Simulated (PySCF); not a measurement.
Molecule: C7H15 (charge 0, doublet). It need not be the lowest isomer of its formula. SMILES: C[CH]C(C)(C)CC
Geometry from a B3LYP-D3(BJ)/def2-TZVP (Ansatz) optimisation:
```xyz
22

C     -1.8552    -1.3264     0.0531
C     -0.9774    -0.3715     0.7794
C      0.0049     0.5297     0.0846
C      0.8750     1.2396     1.1306
C     -0.7651     1.6029    -0.7197
C      0.8918    -0.2581    -0.9107
C      1.7303    -1.3746    -0.2957
H     -2.4478    -1.9256     0.7447
H     -2.5612    -0.8140    -0.6171
H     -1.2870    -2.0146    -0.5818
H     -1.1857    -0.1758     1.8246
H      0.2573     1.8620     1.7815
H      1.6129     1.8857     0.6496
H      1.4060     0.5262     1.7613
H     -0.0670     2.2833    -1.2142
H     -1.3898     1.1460    -1.4890
H     -1.4088     2.1925    -0.0647
H      0.2502    -0.6765    -1.6909
H      1.5487     0.4569    -1.4155
H      2.4683    -0.9854     0.4070
H      1.1055    -2.0880     0.2450
H      2.2720    -1.9215    -1.0698
```
Charge 0, spin multiplicity 2.

Dispersion corrections to the total energy (kcal/mol) from the dftd3 and dftd4 libraries through PySCF: D3(BJ) without and D4 with the three-body term, each with the damping fitted for the functional named.

```json
[
 {"functional": "PW6B95", "D3(BJ)": "(withheld)", "D4": "-9.86"},
 {"functional": "PBE0", "D3(BJ)": "-10.95", "D4": "(withheld)"},
 {"functional": "r2SCAN", "D3(BJ)": "-3.87", "D4": "(withheld)"},
 {"functional": "HF", "D3(BJ)": "-83.09", "D4": "-41.90"},
 {"functional": "BP86", "D3(BJ)": "-19.03", "D4": "-15.77"},
 {"functional": "BLYP", "D3(BJ)": "-25.69", "D4": "-26.09"},
 {"functional": "BHLYP", "D3(BJ)": "-15.79", "D4": "-13.03"}
]
```

Fill in the missing entries.


- PW6B95, D3(BJ): -6.02
- PBE0, D4: -10.18
- r2SCAN, D4: -3.33
